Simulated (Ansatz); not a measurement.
CH7AlBGeN, relaxed with RKS PBE0-D4/def2-TZVP in the Gaussian-basis code of Ansatz from a PBE-D4/def2-SVP geometry. The force threshold is 0.005 eV/Å; the program also tests the step.

Total charge 0; spin multiplicity 1. The bonds changed during the relaxation, so this is another structure than the one it started from.

Start:

```xyz
12

B    -0.819    1.850   -0.427
C    -0.881    0.545    0.253
Al    1.194    1.070   -0.057
Ge    0.163   -1.016   -0.493
N     0.372   -2.305    0.842
H     0.189    1.998   -1.258
H    -1.455    2.877   -0.341
H    -1.564    0.382    1.106
H     2.355    1.962    0.571
H    -0.553   -1.558   -1.766
H    -0.307   -3.073    0.763
H     1.306   -2.732    0.807
```

Task: By how much does the energy fall, and how many steps does the optimiser take? (Estimate.)

Result: The calculation gave: 4.77 kJ/mol, in 37 steps, 6 of them rejected.

Task: Which bonds change most? (Estimate.)

Result: Computed: Ge4–N5 from 1.868 to 1.845 Å; Al3–H6 from 1.820 to 1.797 Å; Ge4–H10 from 1.557 to 1.536 Å; B1–H7 from 1.211 to 1.190 Å.

Task: Give the relaxed structure. (An estimate is asked.)

Result: Computed: 
```xyz
12

B    -0.801    1.847   -0.392
C    -0.840    0.570    0.305
Al    1.207    1.053   -0.130
Ge    0.118   -1.005   -0.480
N     0.196   -2.387    0.740
H     0.155    1.973   -1.260
H    -1.417    2.861   -0.300
H    -1.481    0.418    1.169
H     2.384    1.935    0.444
H    -0.615   -1.553   -1.713
H     0.060   -3.295    0.317
H     1.035   -2.418    1.301
```
